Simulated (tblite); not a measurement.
Run record: tight-binding relaxation, `[NH2][Ge@@H]([PH2])[NH][GeH3]`.

Computed with GFN2-xTB geometry optimisation, gas phase (tblite 0.8.0). Start geometry: from a force field or distance geometry. The command runs a driver script over a list of jobs; the input below is this job's line of settings and its coordinates in Å.

Command:
```bash
OMP_NUM_THREADS=1 python probes_run.py task.json out
```

Input:
```
{"job": {"kind": "relax", "xc": "GFN2-xTB", "basis": "xTB"}, "charge": 0, "multiplicity": 1}
N     -1.615300     1.763500    -0.332700
Ge    -0.467200     0.479300     0.334600
P     -1.651500    -1.384300     0.934700
N      0.790500     0.034000    -0.971200
Ge     2.121400    -0.978600    -0.118600
H     -2.056300     1.362100    -1.197700
H     -1.032000     2.574600    -0.640200
H      0.265000     1.048800     1.597400
H     -2.681200    -0.619300     1.620700
H     -2.388100    -1.427600    -0.323200
H      1.235200     0.917600    -1.270300
H      2.733600    -0.162500     1.040600
H      1.509600    -2.290600     0.435500
H      3.235700    -1.317400    -1.156700
```

Output:
```
step      E/eV     max force
  0    -457.02349    1.439
  1    -457.15581    0.855
  2    -457.24667    0.826
  3    -457.28189    0.637
  4    -457.31696    0.532
  5    -457.33191    0.359
  6    -457.34271    0.355
  7    -457.35066    0.343
  8    -457.36339    0.355
  9    -457.37797    0.340
... (237 lines left out)
247    -457.51854    0.067
248    -457.51872    0.044
249    -457.51897    0.037
250    -457.51925    0.035
251    -457.51944    0.030
252    -457.51955    0.014
253    -457.51961    0.013
254    -457.51964    0.014
255    -457.51966    0.011
256    -457.51967    0.009
```

«max force» is the largest atomic force in eV/Å.

Problem. From which step on does the largest force stay under 0.1 eV/Å, and how much energy is left to gain from there?

Solution. From step 206 (0.095 eV/Å), 8.1 meV above the end.

Main results: energy lowered by 11.4 kcal/mol over 256 steps; largest atomic force 0.009 eV/Å at the end.

Problem. Where do the atoms end?

Solution. 1.362 Å rms from the input after alignment:
```
atom  x, y, z in Å
N1    -1.5886    1.1795   -0.8386
Ge2   -0.5224    0.8687    0.6087
P3    -1.3814   -0.8706    1.8640
N4     1.2304    0.5789    0.0607
Ge5    1.8614   -0.9642   -0.6359
H6    -1.8765    0.3701   -1.3722
H7    -1.2124    1.8557   -1.4891
H8    -0.4456    2.2137    1.3107
H9    -2.6801   -0.4580    1.6074
H10   -1.3686   -1.7125    0.7568
H11    1.9010    1.0635    0.6384
H12    1.8773   -2.1128    0.3384
H13    0.9569   -1.3253   -1.7737
H14    3.2480   -0.6871   -1.1227
```

The run took 6.5 s wall, 5.4 s CPU on an AMD EPYC with one thread, shared host with 64 logical CPUs at a one-minute load of 52.
Labels such as C1 count atoms from 1, the log's own numbers from 0.
